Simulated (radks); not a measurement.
The numbers below are computed, except where a source is named.
Species: Tl II. Configuration: [Hg].

Code: a radial shooting solver on a logarithmic mesh with Libxc functionals. Model: scalar-relativistic Kohn-Sham, SCAN, spin-unpolarised, spherical densities, finite nucleus; meta-GGA in the generalised Kohn-Sham scheme; Fermi nuclear charge, rms radius 5.4759 fm.

Energy parts (eV):
| part | energy |
|---|---|
| total | -550856.26 |
| kinetic | 620097.13 |
| electron-nucleus | -1372881.31 |
| Hartree | 212258.05 |
| exchange-correlation | -10330.13 |

Orbitals (lengths in bohr, moments of r in powers of bohr; <r^-3> diverges for s and p1/2; r(90%) holds 90 % of the orbital's charge):
[
 {"orbital": "1s", "occ.": "2", "eigenvalue (eV)": "-85690.85", "<r>": "0.01632", "r(90%)": "0.0299", "<r^-3>": "-", "<r^2>": "0.0003690"},
 {"orbital": "2s", "occ.": "2", "eigenvalue (eV)": "-15293.20", "<r>": "0.06873", "r(90%)": "0.107", "<r^-3>": "-", "<r^2>": "0.005601"},
 {"orbital": "2p", "occ.": "6", "eigenvalue (eV)": "-13153.72", "<r>": "0.06234", "r(90%)": "0.102", "<r^-3>": "28150", "<r^2>": "0.004755"},
 {"orbital": "3s", "occ.": "2", "eigenvalue (eV)": "-3669.226", "<r>": "0.1774", "r(90%)": "0.260", "<r^-3>": "-", "<r^2>": "0.03601"},
 {"orbital": "3p", "occ.": "6", "eigenvalue (eV)": "-3050.010", "<r>": "0.1792", "r(90%)": "0.268", "<r^-3>": "6507", "<r^2>": "0.03725"},
 {"orbital": "3d", "occ.": "10", "eigenvalue (eV)": "-2406.326", "<r>": "0.1625", "r(90%)": "0.252", "<r^-3>": "794.1", "<r^2>": "0.03092"},
 {"orbital": "4s", "occ.": "2", "eigenvalue (eV)": "-831.2898", "<r>": "0.3915", "r(90%)": "0.560", "<r^-3>": "-", "<r^2>": "0.1728"},
 {"orbital": "4p", "occ.": "6", "eigenvalue (eV)": "-627.4045", "<r>": "0.4172", "r(90%)": "0.604", "<r^-3>": "1585", "<r^2>": "0.1977"},
 {"orbital": "4d", "occ.": "10", "eigenvalue (eV)": "-387.2832", "<r>": "0.4397", "r(90%)": "0.655", "<r^-3>": "171.1", "<r^2>": "0.2232"},
 {"orbital": "4f", "occ.": "14", "eigenvalue (eV)": "-122.6571", "<r>": "0.4677", "r(90%)": "0.745", "<r^-3>": "34.13", "<r^2>": "0.2630"},
 {"orbital": "5s", "occ.": "2", "eigenvalue (eV)": "-140.8329", "<r>": "0.8792", "r(90%)": "1.25", "<r^-3>": "-", "<r^2>": "0.8662"},
 {"orbital": "5p", "occ.": "6", "eigenvalue (eV)": "-85.3447", "<r>": "1.007", "r(90%)": "1.45", "<r^-3>": "282.4", "<r^2>": "1.146"},
 {"orbital": "5d", "occ.": "10", "eigenvalue (eV)": "-23.1952", "<r>": "1.382", "r(90%)": "2.12", "<r^-3>": "18.42", "<r^2>": "2.242"},
 {"orbital": "6s", "occ.": "2", "eigenvalue (eV)": "-16.8139", "<r>": "2.373", "r(90%)": "3.45", "<r^-3>": "-", "<r^2>": "6.346"}
]

The highest occupied level is 6s at -16.814 eV. Summed over all electrons, <r^2> = 51.81 bohr^2, which gives a Langevin (diamagnetic) susceptibility term of -41 x 10^-6 cm^3/mol. The electron density at the nucleus is 2.719e+06 e/bohr^3 (large components only). The density falls to 0.001 e/bohr^3 at r = 3.93 bohr.
